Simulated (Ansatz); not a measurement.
Molecule: C4H3FN2 (charge 0, singlet). SMILES: Fc1ccncn1
Geometry: optimised at B3LYP-D3(BJ)/def2-TZVP (Ansatz, a quantum-chemistry and plane-wave program).

Property: atomisation energy (electronic, to ground-state atoms), in kcal/mol. Cores are frozen in the correlated levels unless marked. Open shells are spin-unrestricted. No spin-orbit coupling. Non-relativistic. The coupled-cluster limit lacks core correlation, which all-electron functionals hold. Basis-set limits of correlation are two-point, X^-3; Hartree-Fock from the larger set.

The Hartree-Fock reference is unstable (checked in the largest basis), which strains HF and MP2. 

```json
[
 {"level": "PBE-D4/def2-TZVPD", "program": "Ansatz + dftd4", "atomisation energy (kcal/mol)": "1192.1"},
 {"level": "PBE0/def2-SVP", "program": "Ansatz", "atomisation energy (kcal/mol)": "1162.5"},
 {"level": "HSE06-D3(BJ)/def2-TZVPD", "program": "Ansatz + dftd3", "atomisation energy (kcal/mol)": "1150.3"},
 {"level": "CAM-B3LYP-D4/def2-TZVPD", "program": "Ansatz + dftd4", "atomisation energy (kcal/mol)": "(withheld)"},
 {"level": "LC-wPBE-D4/def2-TZVPD", "program": "Ansatz + dftd4", "atomisation energy (kcal/mol)": "(withheld)"},
 {"level": "wB97M-V/def2-TZVPD", "program": "Ansatz", "atomisation energy (kcal/mol)": "1133.9"},
 {"level": "RPA@PBE/cc-pVQZ", "program": "Ansatz", "atomisation energy (kcal/mol)": "(withheld)"},
 {"level": "SCS-MP2/aug-cc-pVTZ", "program": "Ansatz", "atomisation energy (kcal/mol)": "1118.3"},
 {"level": "SCS-MP2/cc-pVTZ", "program": "Ansatz", "atomisation energy (kcal/mol)": "1110.2"},
 {"level": "CCSD/cc-pVTZ", "program": "Ansatz", "atomisation energy (kcal/mol)": "(withheld)"},
 {"level": "CCSD(T)/CBS(aug-cc-pVTZ,aug-cc-pVQZ)", "program": "Ansatz", "atomisation energy (kcal/mol)": "1122.5"}
]
```

Task: What belongs in the gaps?

Result: 
- CAM-B3LYP-D4/def2-TZVPD, atomisation energy (kcal/mol): 1137.0
- LC-wPBE-D4/def2-TZVPD, atomisation energy (kcal/mol): 1142.0
- RPA@PBE/cc-pVQZ, atomisation energy (kcal/mol): 1048.3
- CCSD/cc-pVTZ, atomisation energy (kcal/mol): 1056.5
